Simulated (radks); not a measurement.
Q: All-electron atom: Ge2+ in [Ar] 3d10 4s1 6s1 (not the ground configuration). All-electron calculation, scalar-relativistic Kohn-Sham, r2SCAN, spin-polarised, spherical densities, finite nucleus; open shells are filled with parallel spins first; meta-GGA in the generalised Kohn-Sham scheme; Fermi nuclear charge, rms radius 4.0742 fm. Program: a radial shooting solver on a logarithmic mesh with Libxc functionals. Some entries of the table are withheld. Estimate them.

orbital  occ.  eigenvalue (Ry)  r(max) (bohr)
1s up       1        -810.1302        0.03073
1s down     1        -810.1235        0.03073
2s up       1        -103.9004         0.1759
2s down     1        -103.9001         0.1759
2p up       3        -90.92491         0.1412
2p down     3        -90.92274         0.1412
3s up       1        -14.94085         0.5417
3s down     1        -14.93294         0.5419
3p up       3        -10.92381         0.5432
3p down     3        -10.91373         0.5433
3d up       5         -4.38217         0.5060
3d down     5         -4.35789         0.5056
4s up       1              (1)          1.629
4s down     0              (2)          1.623
6s up       1         -0.51709          7.935

A: 
(1) 4s up eigenvalue (Ry): -2.73460
(2) 4s down eigenvalue (Ry): -2.50848
